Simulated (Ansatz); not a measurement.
`FC([SiH3])([SiH3])[SiH3]`, relaxed with RKS PBE-D4/def2-SVP in Ansatz 0.2.0 from a rough embedded geometry. The force threshold is 0.03 eV/Å; the program also tests the step.

Charge 0, multiplicity 1.

Start:

```xyz
14

F     0.839    1.732    0.394
C     0.269    0.497    0.114
Si   -0.621   -0.104    1.565
Si    1.425   -0.763   -0.375
Si   -0.899    0.709   -1.286
H    -1.352   -1.405    1.319
H    -1.724    0.873    1.998
H     0.196   -0.319    2.723
H     2.463   -1.025    0.774
H     0.870   -2.084   -0.644
H     2.285   -0.367   -1.523
H    -1.632   -0.568   -1.609
H    -1.910    1.672   -0.968
H    -0.209    1.152   -2.484
```

Question: By how much does the energy fall, and how many steps does the optimiser take? (An estimate is asked.)

Answer: The calculation gave: 0.78 eV, in 5 steps, 1 of them rejected.

Question: Which bonds change most? (An estimate is asked.)

Answer: The calculation gave: C2–Si4 from 1.779 to 1.914 Å; C2–Si3 from 1.805 to 1.914 Å; C2–Si5 from 1.835 to 1.914 Å; Si5–H13 from 1.432 to 1.503 Å.

Question: Give the relaxed structure. (Best estimate.)

Answer: Ansatz gave: 
```xyz
14

F     0.851    1.637    0.389
C     0.199    0.384    0.091
Si   -0.732   -0.123    1.685
Si    1.593   -0.845   -0.368
Si   -0.984    0.734   -1.372
H    -1.437   -1.432    1.450
H    -1.736    0.938    2.038
H     0.251   -0.273    2.812
H     2.537   -0.989    0.792
H     0.986   -2.182   -0.696
H     2.346   -0.325   -1.560
H    -1.706   -0.535   -1.738
H    -1.979    1.786   -0.971
H    -0.191    1.224   -2.551
```
